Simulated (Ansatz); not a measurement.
`[SiH3][AlH][Br]`, relaxed with RKS PBE-D4/def2-SVP in the Gaussian-basis code of Ansatz from a rough embedded geometry. The force threshold is 0.03 eV/Å; the program also tests the step.

Charge 0, multiplicity 1.

Start:

```xyz
7

Si   -0.645   -0.065   -0.797
Al    0.892   -0.245    0.898
Br    0.250    0.571    3.024
H    -1.717    0.775   -0.413
H    -1.227   -1.412   -1.157
H    -0.006    0.469   -2.064
H     2.453   -0.093    0.511
```

By how much does the energy fall, and how many steps does the optimiser take? (Best estimate.)

Computed: 0.43 eV, in 5 steps, 1 of them rejected.

Which bonds change most? (An estimate is asked.)

Ansatz gave: Si1–Al2 from 2.295 to 2.452 Å; Si1–H4 from 1.415 to 1.506 Å; Al2–Br3 from 2.366 to 2.282 Å; Al2–H7 from 1.616 to 1.595 Å.

Give the relaxed structure. (Best estimate.)

Computed: 
```xyz
7

Si   -0.692   -0.020   -0.869
Al    1.009    0.019    0.897
Br    0.308    0.434    3.029
H    -1.895    0.815   -0.516
H    -1.157   -1.443   -1.069
H    -0.141    0.463   -2.188
H     2.568   -0.269    0.717
```
